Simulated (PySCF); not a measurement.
H9Si4, doublet, at a GFN2-xTB geometry; CCSD(T)/STO-3G in PySCF.

Here is a job for PySCF.
```python
from pyscf import gto, scf, cc

mol = gto.Mole()
mol.atom = '''
    Si   -0.087631    2.262855   -0.279854
    Si   -0.046210   -0.019510   -0.467170
    Si   -1.841013   -1.239828    0.391132
    Si    1.997110   -0.861928    0.244548
    H    -1.302772    3.041233   -0.546437
    H     0.482624    2.890549    0.917560
    H    -0.102847   -0.239651   -1.939226
    H    -1.847648   -2.671965    0.079681
    H    -3.114120   -0.702401   -0.095605
    H    -1.869906   -1.125621    1.852828
    H     2.123419   -2.307768    0.052985
    H     3.136616   -0.251793   -0.438958
    H     2.183056   -0.614820    1.675987
'''
mol.basis = 'sto-3g'
mol.charge = 0
mol.spin = 1
mol.verbose = 4
mol.build()

mf = scf.UHF(mol)
mf.kernel()

mycc = cc.CCSD(mf)
mycc.conv_tol = 1e-5
mycc.kernel()
et = mycc.ccsd_t()
print('E(CCSD(T)) = %.10f' % (mycc.e_tot + et))
```

**Question.** Write the output that PySCF gives for this input, abridged.

**Answer.** 
```
PySCF version 2.14.0

[INPUT] verbose = 4
[INPUT] num. atoms = 13
[INPUT] num. electrons = 65
[INPUT] charge = 0
[INPUT] spin (= nelec alpha-beta = 2S) = 1
[INPUT] symmetry False subgroup None
[INPUT] Mole.unit = angstrom
[INPUT] Symbol           X                Y                Z      unit          X                Y                Z       unit  Magmom
[INPUT]  1 Si    -0.087631000000   2.262855000000  -0.279854000000 AA   -0.165598590022   4.276176209603  -0.528847414864 Bohr   0.0
[INPUT]  2 Si    -0.046210000000  -0.019510000000  -0.467170000000 AA   -0.087324244216  -0.036868556690  -0.882823353613 Bohr   0.0
[INPUT]  3 Si    -1.841013000000  -1.239828000000   0.391132000000 AA   -3.479010361764  -2.342935361567   0.739132358553 Bohr   0.0
[INPUT]  4 Si     1.997110000000  -0.861928000000   0.244548000000 AA    3.773990940630  -1.628807859094   0.462128744310 Bohr   0.0
[INPUT]  5 H     -1.302772000000   3.041233000000  -0.546437000000 AA   -2.461882282752   5.747097450989  -1.032616274329 Bohr   0.0
[INPUT]  6 H      0.482624000000   2.890549000000   0.917560000000 AA    0.912027181142   5.462345959635   1.733937102856 Bohr   0.0
[INPUT]  7 H     -0.102847000000  -0.239651000000  -1.939226000000 AA   -0.194352662733  -0.452874755478  -3.664606033636 Bohr   0.0
[INPUT]  8 H     -1.847648000000  -2.671965000000   0.079681000000 AA   -3.491548694600  -5.049282064423   0.150575267331 Bohr   0.0
[INPUT]  9 H     -3.114120000000  -0.702401000000  -0.095605000000 AA   -5.884833919031  -1.327345519621  -0.180667266139 Bohr   0.0
[INPUT] 10 H     -1.869906000000  -1.125621000000   1.852828000000 AA   -3.533610218681  -2.127115410059   3.501337475926 Bohr   0.0
[INPUT] 11 H      2.123419000000  -2.307768000000   0.052985000000 AA    4.012680357698  -4.361049479035   0.100127138710 Bohr   0.0
[INPUT] 12 H      3.136616000000  -0.251793000000  -0.438958000000 AA    5.927345197929  -0.475819810083  -0.829510400187 Bohr   0.0
[INPUT] 13 H      2.183056000000  -0.614820000000   1.675987000000 AA    4.125377954589  -1.161841415905   3.167156418331 Bohr   0.0

nuclear repulsion = 317.057433666373
number of shells = 29
number of NR pGTOs = 135
number of NR cGTOs = 45
basis = sto-3g
ecp = {}

******** <class 'pyscf.scf.uhf.UHF'> ********
method = UHF
initial guess = minao
damping factor = 0
level_shift factor = 0
DIIS = <class 'pyscf.scf.diis.CDIIS'>
diis_start_cycle = 1
diis_space = 8
diis_damp = 0
SCF conv_tol = 1e-09
SCF conv_tol_grad = None
SCF max_cycles = 50
direct_scf = True
direct_scf_tol = 1e-13
number electrons alpha = 33  beta = 32
Set gradient conv threshold to 3.16228e-05
init E= -1146.51385080737

cycle= 1 E= -1147.61006423944  delta_E= -1.1  |g|= 0.124  |ddm|= 2.67
cycle= 2 E= -1147.63264730131  delta_E= -0.0226  |g|= 0.0389  |ddm|= 0.322
cycle= 3 E= -1147.63560105478  delta_E= -0.00295  |g|= 0.0105  |ddm|= 0.145
cycle= 4 E= -1147.63587563953  delta_E= -0.000275  |g|= 0.00566  |ddm|= 0.0383
cycle= 5 E= -1147.6359780632  delta_E= -0.000102  |g|= 0.00209  |ddm|= 0.0309
cycle= 6 E= -1147.63599170269  delta_E= -1.36e-05  |g|= 0.000489  |ddm|= 0.0127
cycle= 7 E= -1147.63599236266  delta_E= -6.6e-07  |g|= 0.000163  |ddm|= 0.00225
cycle= 8 E= -1147.6359924406  delta_E= -7.79e-08  |g|= 6.71e-05  |ddm|= 0.000726
cycle= 9 E= -1147.6359924544  delta_E= -1.38e-08  |g|= 2.66e-05  |ddm|= 0.000334
cycle= 10 E= -1147.63599245661  delta_E= -2.21e-09  |g|= 8.79e-06  |ddm|= 0.000151
cycle= 11 E= -1147.63599245685  delta_E= -2.43e-10  |g|= 3.28e-06  |ddm|= 4.61e-05
Extra cycle  E= -1147.63599245687  delta_E= -1.8e-11  |g|= 2.18e-06  |ddm|= 8.17e-06
converged SCF energy = -1147.63599245687  <S^2> = 0.75589704  2S+1 = 2.0058884

******** <class 'pyscf.cc.uccsd.UCCSD'> ********
CC2 = 0
CCSD nocc = (np.int64(33), np.int64(32)), nmo = (45, 45)
max_cycle = 50
direct = 0
conv_tol = 1e-05
conv_tol_normt = 1e-06
diis_space = 6
diis_start_cycle = 0
diis_start_energy_diff = 1e+09
Init t2, MP2 energy = -0.158006148706607
Init E_corr(UCCSD) = -0.158006148712509
cycle = 1  E_corr(UCCSD) = -0.198818647719546  dE = -0.040812499  norm(t1,t2) = 0.088399
cycle = 2  E_corr(UCCSD) = -0.21306722376199  dE = -0.014248576  norm(t1,t2) = 0.0337726
cycle = 3  E_corr(UCCSD) = -0.221491763379785  dE = -0.00842453962  norm(t1,t2) = 0.0142707
cycle = 4  E_corr(UCCSD) = -0.221563317161044  dE = -7.15537813e-05  norm(t1,t2) = 0.00310084
cycle = 5  E_corr(UCCSD) = -0.221575995784053  dE = -1.2678623e-05  norm(t1,t2) = 0.00102241
cycle = 6  E_corr(UCCSD) = -0.221596844045839  dE = -2.08482618e-05  norm(t1,t2) = 0.000438371
cycle = 7  E_corr(UCCSD) = -0.221594888560136  dE = 1.9554857e-06  norm(t1,t2) = 0.000161454
cycle = 8  E_corr(UCCSD) = -0.22159391752685  dE = 9.71033286e-07  norm(t1,t2) = 4.6869e-05
cycle = 9  E_corr(UCCSD) = -0.221594093698866  dE = -1.76172016e-07  norm(t1,t2) = 2.02872e-05
cycle = 10  E_corr(UCCSD) = -0.221594243224413  dE = -1.49525546e-07  norm(t1,t2) = 9.24872e-06
cycle = 11  E_corr(UCCSD) = -0.221594104293566  dE = 1.38930847e-07  norm(t1,t2) = 3.19873e-06
cycle = 12  E_corr(UCCSD) = -0.221594015396592  dE = 8.88969743e-08  norm(t1,t2) = 1.41815e-06
cycle = 13  E_corr(UCCSD) = -0.221593968558108  dE = 4.68384836e-08  norm(t1,t2) = 6.69108e-07
UCCSD converged
E(UCCSD) = -1147.857586425424  E_corr = -0.2215939685581085
UCCSD(T) correction = -0.00239056191655782
E(CCSD(T)) = -1147.8599769873
```
